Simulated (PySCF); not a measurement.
## Calculated data, Al2BH3N, AlBClHN, BH5NSi, BClH3OSi

Computed with PySCF 2.14.0. Calculation on a computer-drawn molecule: the log of a Hartree-Fock and frozen-core CCSD(T) single point meant for a local Hartree-Fock minimum, with one planted fault or none, to be diagnosed. Offsets are logged minus clean, where the clean run is the same molecule without the fault. The reference is restricted for singlets and unrestricted otherwise, and also for a bond in bohr or an excited solution. Adding or removing an electron swaps singlet and doublet. The excited solution moves the top pair (singlet) or top alpha electron (doublet) to the lowest empty orbital. Highest occupied and lowest empty are orbital energies over both spins, largest force is the largest gradient component, triples share is (T) over the correlation energy, the T1 limit is 0.02 restricted and 0.045 unrestricted, electrons count all cores, a negative frequency is imaginary (commonest isotopes), and the dipole is about the centre of nuclear charge.

Common to all runs: meant charge 0; meant multiplicity 2; meant basis cc-pV(D+d)Z; logged SCF converged yes; possible faults no fault, one electron removed, one electron added, multiplicity raised by two, geometry at a saddle point, SCF held on an excited solution, minimal basis STO-3G, one bond length entered in bohr, all coordinates scaled.

(1) Al2BH3N

Logged structure:
```xyz
7
Al2BH3N
B     -1.3110    -0.3367    -3.1220
N     -1.6212     0.2528    -2.0654
Al    -2.0618     1.1869    -0.6165
Al    -2.4910     0.3292     1.8213
H     -1.0197    -0.8934    -4.1122
H     -1.3437     0.4306     2.9159
H     -3.9760     0.0913     2.3338
```

* logged electrons: 41
* logged basis functions: 89
* logged spin squared: 0.9221
* logged highest occupied: -4.611 eV
* logged lowest empty: -1.0814 eV
* logged largest force: 0.031707 hartree/bohr
* logged dipole magnitude: 6.4331 debye
* logged SCF stable within its kind: no
* logged energy HF: -564.65845 hartree
* planted fault: SCF held on an excited solution
* HF energy offset from clean run: 48.69 kcal/mol

Drawn bonds:
| atom | other atom | order |
| --- | --- | --- |
| 1 | 2 | 1 |
| 2 | 3 | 2 |
| 3 | 4 | 1 |
| 1 | 5 | 1 |
| 4 | 6 | 1 |
| 4 | 7 | 1 |

Notes: coupled-cluster numbers left out as unreliable.

(2) Al2BH3N

Logged structure:
```xyz
7
Al2BH3N
B     -1.2022    -0.3088    -2.8628
N     -1.4867     0.2318    -1.8940
Al    -1.8907     1.0884    -0.5653
Al    -2.2842     0.3019     1.6701
H     -0.9351    -0.8193    -3.7709
H     -1.2322     0.3949     2.6739
H     -3.6460     0.0837     2.1401
```

* logged electrons: 41
* logged basis functions: 89
* logged spin squared: 0.8056
* logged highest occupied: -6.6389 eV
* logged lowest empty: 1.0246 eV
* logged largest force: 0.14751 hartree/bohr
* logged T1 diagnostic: 0.022583
* logged D1 diagnostic: 0.082097
* logged triples share: 0.031225
* logged CC converged: yes
* logged dipole magnitude: 2.7733 debye
* logged SCF stable within its kind: yes
* logged energy HF: -564.67848 hartree
* logged energy CCSD(T): -565.06293 hartree
* planted fault: all coordinates scaled, by -8.3 %
* HF energy offset from clean run: 36.12 kcal/mol
* CCSD(T) energy offset from clean run: 42.73 kcal/mol

Drawn bonds:
| atom | other atom | order |
| --- | --- | --- |
| 1 | 2 | 1 |
| 2 | 3 | 2 |
| 3 | 4 | 1 |
| 1 | 5 | 1 |
| 4 | 6 | 1 |
| 4 | 7 | 1 |

(3) AlBClHN

Logged structure:
```xyz
5
AlBClHN
B     -0.7063    -1.9611     0.0963
N     -1.4266    -0.9482    -0.0249
Al    -2.4908     0.4536    -0.1166
Cl    -2.2194     1.8394    -1.7137
H     -0.0278    -2.9107     0.2063
```

- logged electrons: 43
- logged basis functions: 79
- logged spin squared: 0.7528
- logged highest occupied: -8.7425 eV
- logged lowest empty: 0.91198 eV
- logged largest force: 1.008e-05 hartree/bohr
- logged lowest frequency: 97.815 cm⁻¹
- logged T1 diagnostic: 0.016662
- logged D1 diagnostic: 0.042596
- logged triples share: 0.033188
- logged CC converged: yes
- logged dipole magnitude: 3.0626 debye
- logged SCF stable within its kind: yes
- logged energy HF: -781.24892 hartree
- logged energy CCSD(T): -781.70057 hartree
- planted fault: no fault
- HF energy offset from clean run: 0 kcal/mol
- CCSD(T) energy offset from clean run: 0 kcal/mol

Drawn bonds:
| atom | other atom | order |
| --- | --- | --- |
| 1 | 2 | 1 |
| 2 | 3 | 2 |
| 3 | 4 | 1 |
| 1 | 5 | 1 |

(4) BH5NSi

Logged structure:
```xyz
8
BH5NSi
B      0.6630    -0.9607     1.1268
Si    -0.7019     0.0373     0.0380
N     -0.0238     0.4497    -1.4957
H      0.6960    -1.7884     1.9868
H     -1.0906     1.1907     0.9036
H     -1.9442    -0.7237    -0.2427
H     -0.6173     0.8670    -2.1892
H      0.8831     0.8785    -1.5189
```

- logged electrons: 31
- logged basis functions: 24
- logged spin squared: 0.7544
- logged highest occupied: -6.8916 eV
- logged lowest empty: 6.5234 eV
- logged largest force: 0.036875 hartree/bohr
- logged T1 diagnostic: 0.00756
- logged D1 diagnostic: 0.024678
- logged triples share: 0.010498
- logged CC converged: yes
- logged dipole magnitude: 0.90544 debye
- logged SCF stable within its kind: yes
- logged energy HF: -366.52186 hartree
- logged energy CCSD(T): -366.66326 hartree
- planted fault: minimal basis STO-3G
- HF energy offset from clean run: 2761 kcal/mol
- CCSD(T) energy offset from clean run: 2914 kcal/mol

Drawn bonds:
| atom | other atom | order |
| --- | --- | --- |
| 1 | 2 | 1 |
| 2 | 3 | 1 |
| 1 | 4 | 1 |
| 2 | 5 | 1 |
| 2 | 6 | 1 |
| 3 | 7 | 1 |
| 3 | 8 | 1 |

(5) BH5NSi

Logged structure:
```xyz
8
BH5NSi
B      0.6093    -0.8829     1.0356
Si    -0.6451     0.0343     0.0350
N     -0.0219     0.4133    -1.3746
H      0.6396    -1.6435     1.8259
H     -1.0022     1.0942     0.8304
H     -1.7867    -0.6651    -0.2231
H     -0.5673     0.7968    -2.0118
H      0.8116     0.8073    -1.3958
```

* logged electrons: 31
* logged basis functions: 76
* logged spin squared: 0.7573
* logged highest occupied: -8.6822 eV
* logged lowest empty: 1.4506 eV
* logged largest force: 0.094021 hartree/bohr
* logged T1 diagnostic: 0.012096
* logged D1 diagnostic: 0.034255
* logged triples share: 0.021843
* logged CC converged: yes
* logged dipole magnitude: 1.1182 debye
* logged SCF stable within its kind: yes
* logged energy HF: -370.86614 hartree
* logged energy CCSD(T): -371.24456 hartree
* planted fault: all coordinates scaled, by -8.1 %
* HF energy offset from clean run: 35.03 kcal/mol
* CCSD(T) energy offset from clean run: 39.45 kcal/mol

Drawn bonds:
| atom | other atom | order |
| --- | --- | --- |
| 1 | 2 | 1 |
| 2 | 3 | 1 |
| 1 | 4 | 1 |
| 2 | 5 | 1 |
| 2 | 6 | 1 |
| 3 | 7 | 1 |
| 3 | 8 | 1 |

(6) BClH3OSi

Logged structure:
```xyz
7
BClH3OSi
B     -0.7522     0.0503     0.5404
Si     0.3378    -1.3734     1.4240
O      1.1955    -2.1798     0.2855
Cl     1.6042    -0.3169     2.6993
H     -1.7884     0.6030     0.7433
H     -0.3607    -2.3420     2.2891
H      1.7220    -2.9233     0.5411
```

- logged electrons: 47
- logged basis functions: 89
- logged spin squared: 0.773
- logged highest occupied: -8.433 eV
- logged lowest empty: 0.054503 eV
- logged largest force: 0.033477 hartree/bohr
- logged dipole magnitude: 1.6951 debye
- logged SCF stable within its kind: no
- logged energy HF: -849.72694 hartree
- planted fault: SCF held on an excited solution
- HF energy offset from clean run: 19.2 kcal/mol

Drawn bonds:
| atom | other atom | order |
| --- | --- | --- |
| 1 | 2 | 1 |
| 2 | 3 | 1 |
| 2 | 4 | 1 |
| 1 | 5 | 1 |
| 2 | 6 | 1 |
| 3 | 7 | 1 |

Notes: coupled-cluster numbers left out as unreliable.
